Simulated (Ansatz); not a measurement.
Basis-set extrapolation for CH₅NSSi, SMILES `[SiH3]NC=S` (PBE0-D4/def2-TZVP geometry, frozen core, Ansatz 0.2.0). Multiplicity 1, RHF reference.

```tsv
	def2-TZVPP	def2-QZVPP
HF	-781.766442	-781.791441
MP2 correlation	-0.663787	-0.713286
CCSD(T) correlation	-0.739168	not run
```

Energies in hartree. Use E(X) = E(∞) + A·exp(−7.88·√X) for Hartree–Fock and E(X) = E(∞) + B·X^(−2.97) for correlation, with X = 3 and 4, and add CCSD(T) minus MP2 of the smaller set to the MP2 limit.

Question: What is the CCSD(T) energy at the basis-set limit?

Answer: HF limit: -781.791441 + (-0.024999) × 0.13774 = -781.79488. MP2 limit: -0.713286 + (-0.049499) × 0.74074 = -0.74995. Higher-order term: -0.739168 − (-0.663787) = -0.07538. Total: -782.62021 hartree, 3.12 eV below CCSD(T)/def2-TZVPP.
